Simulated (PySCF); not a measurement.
Si²⁺ (silicon, charge +2) across methods

[Ne] 3s2, closed-shell 1S. Computed with PySCF 2.14 in dyall-acv3z, with scalar relativity by spin-free X2C-1e.

```
method  E (hartree)  mean ε 2s (eV)  mean ε 2p (eV)  mean ε 3s (eV)  Σ⟨r²⟩ (bohr²)   ⟨S²⟩
  PBE0    -288.9636         -168.31         -122.24         -29.688          11.73  0.000
 M06-L    -289.0787         -165.62         -119.02         -28.617          11.59  0.000
 TPSSh    -289.0937         -165.16         -119.51         -29.051          11.74  0.000
  BLYP    -289.1148         -160.57         -116.90         -28.477          11.70  0.000
   PBE    -288.9422         -160.76         -116.87         -28.530          11.71  0.000
   LDA    -287.9196         -160.04         -116.97         -28.657          11.68  0.000
   UHF   -288.60113         -189.72         -137.11         -32.228          11.91  0.000
r2SCAN    -289.0482         -164.80         -119.01         -28.713          11.78  0.000
```
